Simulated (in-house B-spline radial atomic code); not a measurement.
OEP/ALDAx excitations of Br⁵⁺

Method: OEP/ALDAx. Computed with a B-spline radial code for spherical atoms: linear response of the closed shell [Ar] 3d10 4s2 with the adiabatic LDA exchange kernel on the exchange-only optimised effective potential; non-relativistic, point nucleus, no spin-orbit coupling, no double excitations, S, P, D and F terms only; shells from n = 2 respond. Only terms of natural parity with L up to 3 were computed.

Without relativity these are model numbers for so heavy an element.

Command:
```bash
python run_td.py task.json out
```
Settings (radii: box in bohr, nucleus in fm):
```
Z                        35
electrons                30
configuration            [Ar] 3d10 4s2
hamiltonian              nr
method                   oep
box_radius               16.35
intervals                75
```

Time taken, with all properties: 1.2 s on 1 thread of Intel(R) Xeon(R) Platinum 8259CL CPU @ 2.50GHz (Skylake/Cascade Lake) (shared host).

The lowest states, in the order of their Tamm-Dancoff energies; the method's threshold (minus the highest occupied level) is 84.28 eV. Labels give the largest channel, * marks a mixed state, and oscillator strengths are full-response dipole values. Semilocal kernels can invert the small singlet-triplet splittings of Rydberg terms. Energies in eV:

| state | full response | Tamm-Dancoff | oscillator strength |
| --- | --- | --- | --- |
| 4s → 4p 3P | 12.084 | 12.293 | - |
| 4s → 4p 1P | 18.094 | 18.848 | 1.55 |
| 4s → 4d 3D | 34.14 | 34.20 | - |
| 4s → 4d 1D | 36.44 | 36.47 | - |
| 4s → 5s 3S | 42.04 | 42.06 | - |
| 4s → 5s 1S | 43.39 | 43.42 | - |
| 4s → 5p 3P | ? | ? | - |
| 4s → 5p 1P | ? | ? | ? |
| 4s → 4f 3F | 51.64 | 51.66 | - |
| 4s → 4f 1F | 52.39 | 52.39 | - |

Q: Where does 4s → 5p 3P lie?

A: At 47.52 eV in full response, 47.53 eV in Tamm-Dancoff.

Q: Where does 4s → 5p 1P lie?

A: At 48.21 eV in full response, 48.26 eV in Tamm-Dancoff, oscillator strength 0.0757.

Q: How large is the singlet-triplet splitting of 4s → 4p (P terms) in Tamm-Dancoff?

A: 6.56 eV, from the unrounded values.

Q: What polarisabilities and dispersion coefficient does the method give?

A: Dipole 3.845 bohr³, quadrupole 5.59 bohr⁵, C6 8.667 hartree·bohr⁶ for two such species.
